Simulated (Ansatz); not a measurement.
SiS3⁻. Total charge -1; doublet. Geometry relaxed at PBE-D4/def2-TZVPD.

```xyz
4

Si    0.0000    0.0000    0.0000
S     0.1006   -1.9342   -0.6193
S     1.3558    0.7110    1.3383
S    -1.4564    1.2233   -0.7191
```

The relaxation made no stability test and no search for a lower SCF solution. The structure comes from a short search, and lower isomers may exist.

Problem. Estimate the harmonic wavenumbers at UKS PBE-D4/def2-TZVPD (Ansatz, unscaled). Is this a minimum?

Solution. 110, 110, 233, 430, 616, 616 cm⁻¹. Yes, no mode is imaginary beyond noise. Zero-point energy 12.7 kJ/mol. Hardware: 4 threads of Arm Neoverse N1 on a shared host. Wall time 65 s.
